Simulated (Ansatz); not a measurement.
Consider the redistribution: `C[SiH](C)P` + `C[Si](C)(Cl)C#N` → `C[SiH](C)C#N` + `C[Si](C)(P)Cl`.

Gas-phase electronic energies from Ansatz, PBE0-D4/def2-TZVP geometries. CBS: MP2 limit from def2 TZ/QZ plus the TZ coupled-cluster correction, frozen cores. Functionals use def2-TZVPP. One conformer a species, not always the lowest.

```json
{"species": "`C[SiH](C)P`", "r2SCAN0 energy (Eh)": "-712.43207"}
{"species": "`C[Si](C)(Cl)C#N`", "r2SCAN0 energy (Eh)": "-922.36000"}
{"species": "`C[SiH](C)C#N`", "r2SCAN0 energy (Eh)": "-462.71572"}
{"species": "`C[Si](C)(P)Cl`", "r2SCAN0 energy (Eh)": "-1172.07898"}
```

Question: Work out ΔE.

Answer: ΔE = (-462.71572) + (-1172.07898) − (-712.43207) − (-922.36000) = -0.00263 Eh = -6.9 kJ/mol. CCSD(T)/CBS gives -7.6 kJ/mol.

Question: What do rigid-rotor, harmonic-oscillator terms from PBE0-D4/def2-TZVP frequencies (298.15 K, 1 bar) make of the CCSD(T)/CBS value? (An estimate is asked.)

Answer: Ansatz gave: ΔZPE = +0.3 kJ/mol, ΔH = -7.2 kJ/mol, ΔS = 0 J/(mol·K), ΔG = -7.2 kJ/mol.

Largest T1 diagnostic among the species: 0.012.

At CCSD(T), def2-SVP lies +4.1 kJ/mol from the extrapolated value and def2-TZVPP +1.5 kJ/mol. Leaving LDA and LC-ωPBE aside and taking each functional with its dispersion term where it has one, the values, not all of them listed here, spread over 2.8 kJ/mol, from BHLYP-D4 to B97M-V.
